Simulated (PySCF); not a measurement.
SnF2, SMILES [F][Sn][F] (connectivity only; charge and spin as stated), neutral, multiplicity 1.

The structure is a stationary point at TPSSh-D3(BJ)/def2-TZVP. The isomer is the one that the SMILES or the coordinates give; other isomers of the formula were not compared. The def2 effective core potentials stand for the cores of Sn; spin–orbit coupling is left out.

All values below come from C-PCM-B3LYP/def2-SVP (PySCF).

The values are the electrostatic part of the solvation free energy, E(continuum) − E(gas) at the gas-phase geometry, in a cavity of scaled van der Waals radii (PySCF's table); cavitation and dispersion terms are not included. A continuum can't describe solvent molecules that bind to the metal. In vacuum the orbital gap is 5.44 eV. The dipole moment in vacuum is 3.51 D.

```json
[
 {"solvent": "water", "ε": "78.36", "ΔG(elec) (kcal/mol)": "-7.9", "dipole (D)": "4.29", "gap (eV)": "5.66"},
 {"solvent": "N,N-dimethylformamide", "ε": "37.22", "ΔG(elec) (kcal/mol)": "-7.7", "dipole (D)": "4.27", "gap (eV)": "5.66"},
 {"solvent": "diethylether", "ε": "4.24", "ΔG(elec) (kcal/mol)": "-5.9", "dipole (D)": "4.09", "gap (eV)": "5.61"}
]
```
